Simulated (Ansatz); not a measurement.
Tl₄H₅⁻: single points at one geometry.

```yaml
crystal:
  periodic: [false, false, false]
  atoms:
    - {symbol: Tl, position_ang: [-2.613995, 1.441566, 0.453844]}
    - {symbol: Tl, position_ang: [0.267138, -0.496176, -0.283789]}
    - {symbol: Tl, position_ang: [1.562238, -2.961311, -1.689461]}
    - {symbol: Tl, position_ang: [0.600231, 2.362368, 1.726942]}
    - {symbol: H, position_ang: [1.963511, -0.787538, -1.448832]}
    - {symbol: H, position_ang: [-0.362281, -1.814133, -1.736223]}
    - {symbol: H, position_ang: [-0.983444, 3.051517, 0.175644]}
    - {symbol: H, position_ang: [-1.449454, 1.547112, 2.444182]}
    - {symbol: H, position_ang: [1.016047, -2.343425, 0.357693]}
basis:
  gaussian: {orbitals: def2-SVPD, initial_orbitals: start.molden}
total_charge: -1
correlation: {method: ccsd_t}
scf: {omitted_lower_state_checks: [starts]}
output: {orbitals: {seedname: orbitals}}
```

The file start.molden holds the orbitals of an earlier run on this structure, at another level or in another basis.

```sh
$ ansatz run in.yaml --threads 4 --pin off --events-out ev --progress --plain --max-ram 4787MiB
```

It prints (some lines left out):

```
Functional definition: HF
2115 factors; integrals over basis functions are off by at most 1.9e-4 eV
mean field evaluation 1: about -18744.8821 eV, gradient 4.7e1 eV
mean field evaluation 2: about -18746.2103 eV, gradient 2.1e0 eV
mean field evaluation 4: about -18746.3056 eV, gradient 4.0e-2 eV
mean field evaluation 8: about -18746.3056 eV, gradient 2.5e-6 eV
mean field evaluation 16: about -18735.7184 eV, gradient 1.0e1 eV
mean field -18746.30558054 eV, -688.9140233826 hartree, gradient 2.6e-6 eV, S^2 0.000000; 0 other end points of the search recorded, 0 dependent functions left out
16 core orbitals not correlated: weight in the atoms' cores, before any rotation towards them, 1.000 or more for the frozen orbitals, at most 0.000 for the correlated occupied ones
reference -18746.30558054 eV, -688.9140233826 hartree; 29, 29 occupied and 123, 123 virtual orbitals, 2115 factors
second order -11.28458026 eV of doubles, -0.00000000 eV of singles
cycle   1  -12.41972749 eV  change    -1.1e0 eV  update   1.4e-1
cycle   2  -13.00759541 eV  change   -5.9e-1 eV  update   4.5e-2
cycle   3  -13.11016781 eV  change   -1.0e-1 eV  update   2.2e-2
cycle   4  -13.10980696 eV  change    3.6e-4 eV  update   7.2e-3
cycle   5  -13.10649459 eV  change    3.3e-3 eV  update   3.3e-3
cycle   6  -13.10575907 eV  change    7.4e-4 eV  update   1.1e-3
cycle   7  -13.10548454 eV  change    2.7e-4 eV  update   4.2e-4
cycle   8  -13.10553360 eV  change   -4.9e-5 eV  update   1.7e-4
cycle   9  -13.10560265 eV  change   -6.9e-5 eV  update   7.6e-5
cycle  10  -13.10559177 eV  change    1.1e-5 eV  update   3.1e-5
perturbative correction -0.60165967 eV, -0.0221105852 hartree
Total energy: -18760.01283199 eV, -689.4177555822 hartree
Checks for a lower state left out: starts
```

Hardware: 4 threads of Intel Xeon on a shared host. Wall time 2.7 min, peak host memory 2.4 GiB.

Geometry: B3LYP-D4/def2-SVPD.

In the def2 sets Tl takes a core potential; there is no spin–orbit coupling. Correlated methods freeze 16 core orbitals; core or outer-core shells of Tl are correlated, in sets that lack core-valence functions. Another isomer (singlet) lies 0.46 eV lower at PBE0-D4/def2-TZVPD; other spin states weren't run for this one.
